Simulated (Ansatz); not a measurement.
Z-matrix (Å, degrees):
```
C
H 1 1.1116
H 1 1.1116 2 105.84
C 1 1.5378 2 111.23 3 -120.93
H 4 1.1081 1 111.29 2 58.85
H 4 1.1086 5 107.68 1 122.22
H 4 1.1086 5 107.68 6 115.56
Si 1 1.8514 2 107.55 3 114.73
F 8 1.6211 1 112.39 2 -56.79
F 8 1.6226 9 107.15 1 -122.92
F 8 1.6226 9 107.15 10 -114.15
```
Charge 0, spin multiplicity 1.

All values below come from frozen-core CCSD(T)/cc-pVDZ // PBE-D3(BJ)/def2-SVP run with Ansatz (a program for electronic structure).

The HF energy comes out as -666.10844 Ha and the MP2 correlation energy is -0.94213 Ha.

Question: Estimate the CCSD correlation energy, the (T) correction, the total energy and the T1 diagnostic.

Answer: 
```
Item                            Result
-----------------------  -------------
CCSD correlation energy    -0.97919 Ha
(T) correction             -0.02002 Ha
CCSD(T) total energy     -667.10765 Ha
T1 diagnostic                    0.011
```
